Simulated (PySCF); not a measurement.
## Dipole moment and polarisability of CF3SO3CH3

Compound: CF3SO3CH3, C₂H₃F₃O₃S.
Structure used (GFN2-xTB), in Å, numbered top down from 1:
```
atom  x, y, z in Å
C1     1.9943   -0.2777    0.2036
O2     0.5912   -0.4989    0.3204
S3    -0.3250    0.5004   -0.5097
O4    -0.2993    0.1983   -1.8954
O5    -0.1218    1.8394   -0.0859
C6    -1.9218   -0.1473    0.2165
F7    -1.9439    0.0624    1.5238
F8    -2.0185   -1.4477   -0.0122
F9    -2.9629    0.4630   -0.3336
H10    2.3110   -0.4541   -0.8256
H11    2.2271    0.7480    0.4941
H12    2.4709   -0.9865    0.8778
```

Level: PBE0/def2-SVPD (PySCF), static field, nuclei fixed, core orbitals frozen in the response. The polarisability tensor in these axes (au):

```
x   65.67 -0.52  0.42
y   -0.52 54.22 -0.52
z    0.42 -0.52 54.70
```

**Question.** Give the principal values, the mean and the anisotropy Δα = √{½[(α1 − α2)² + (α2 − α3)² + (α1 − α3)²]}.

**Answer.** Principal values 53.89, 54.99 and 65.71 au; mean 58.20 au = 8.62 Å³ = 9.60 × 10⁻⁴⁰ C²·m²/J; Δα = 11.31 au (19 % of the mean).

**Question.** What is the dipole moment, and where does it point?

**Answer.** (2.30, -1.42, 1.40) D, 3.04 D in size, pointing from the negative to the positive side. Measured along this direction, the outermost atoms are F9 at the negative end and H12 at the positive end.

**Question.** Form Σ f/ω² (atomic units) for the 8 lowest TDDFT singlets, given as eV and f, and set it beside the mean polarisability, which is this sum over all singlets: 8.13, 0.0034; 8.28, 0.0138; 8.52, 0.0003; 8.95, 0.0098; 9.08, 0.0033; 9.12, 0.0001; 9.22, 0.0115; 9.27, 0.0386.

**Answer.** They add up to 0.74 au, 1.3 % of the 58.20 au; the largest single term is 0.33 au, from the state at 9.27 eV. Terms in order: 0.04, 0.15, 0.00, 0.09, 0.03, 0.00, 0.10, 0.33 au. Higher excitations give the rest. The strengths listed sum to 0.081.

**Question.** Find the Langevin capture rate constant for H3+ (3.023 u) meeting this molecule (163.975 u), k = 2.342 × 10⁻⁹ cm³/s × √(α in Å³ / reduced mass in u).

**Answer.** The reduced mass is 2.97 u, so k = 3.99 × 10⁻⁹ cm³/s. The formula leaves out the permanent dipole, which adds to the capture rate.

**Question.** What would n − 1 = 2πNα be for an ideal gas of these molecules at 500 K and 1 atm, electronic part alone?

**Answer.** N = p/kT = 1.4678 × 10¹⁹ cm⁻³, so n − 1 = 2π × N × 8.62 × 10⁻²⁴ cm³ = 795 × 10⁻⁶ at long wavelengths, for an ideal gas.

**Question.** How large is μ²/3kT at 273 K beside α?

**Answer.** In Gaussian units μ²/3kT = 81.87 Å³ against 8.62 Å³, a ratio of 9.49; the Debye molar polarisation (4π/3)N_A(α + μ²/3kT) is 228.3 cm³/mol, leaving out the vibrational part.

Geometry: GFN2-xTB, one conformer, isolated molecule.

These values come from a run that also computed excited states. On one thread of an x86-64 server, shared host, this took 52 s.
